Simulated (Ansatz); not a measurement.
Start from `FC(F)(F)[SeH]` and change one element to get `[F][Ge]([F])([F])[SeH]`.

Ansatz, PBE0-D4/def2-TZVP geometries, multiplicity 1. Each molecule was computed in one conformer, which needn't be the lowest.

Scalar relativity is left out up to krypton.

```json
{"property": "size of the dipole moment (ωB97M-V/def2-TZVPP) / D", "`FC(F)(F)[SeH]`": "1.41"}
{"property": "HOMO energy (PBE/def2-TZVPP) / eV", "`FC(F)(F)[SeH]`": "-6.38"}
{"property": "HOMO energy (PBE0/def2-TZVPP) / eV", "`FC(F)(F)[SeH]`": "-7.66"}
{"property": "HOMO–LUMO gap (PBE0/def2-TZVPP) / eV", "`FC(F)(F)[SeH]`": "6.85"}
{"property": "HOMO energy (ωB97M-V/def2-TZVPP) / eV", "`FC(F)(F)[SeH]`": "-9.91"}
{"property": "size of the dipole moment (PBE/def2-TZVPP) / D", "`FC(F)(F)[SeH]`": "1.17"}
```

Give the same properties after the change, and the shifts. (An estimate is asked.)

The calculation gave: 
```json
{"property": "size of the dipole moment (ωB97M-V/def2-TZVPP) / D", "`[F][Ge]([F])([F])[SeH]`": "2.84", "shift": "1.43"}
{"property": "HOMO energy (PBE/def2-TZVPP) / eV", "`[F][Ge]([F])([F])[SeH]`": "-7.12", "shift": "-0.74"}
{"property": "HOMO energy (PBE0/def2-TZVPP) / eV", "`[F][Ge]([F])([F])[SeH]`": "-8.37", "shift": "-0.71"}
{"property": "HOMO–LUMO gap (PBE0/def2-TZVPP) / eV", "`[F][Ge]([F])([F])[SeH]`": "6.69", "shift": "-0.16"}
{"property": "HOMO energy (ωB97M-V/def2-TZVPP) / eV", "`[F][Ge]([F])([F])[SeH]`": "-10.57", "shift": "-0.66"}
{"property": "size of the dipole moment (PBE/def2-TZVPP) / D", "`[F][Ge]([F])([F])[SeH]`": "2.70", "shift": "1.53"}
```

With PBE0 the HOMO falls by 0.71 eV and the LUMO falls by 0.86 eV, so the gap narrows by about 0.15 eV. PBE moves the HOMO by -0.74 eV and ωB97M-V by -0.66 eV. Dipoles are sizes alone; their direction can turn.

Spin–orbit coupling is left out; it splits and shifts lone-pair levels of the heavy atoms by tenths of an eV.
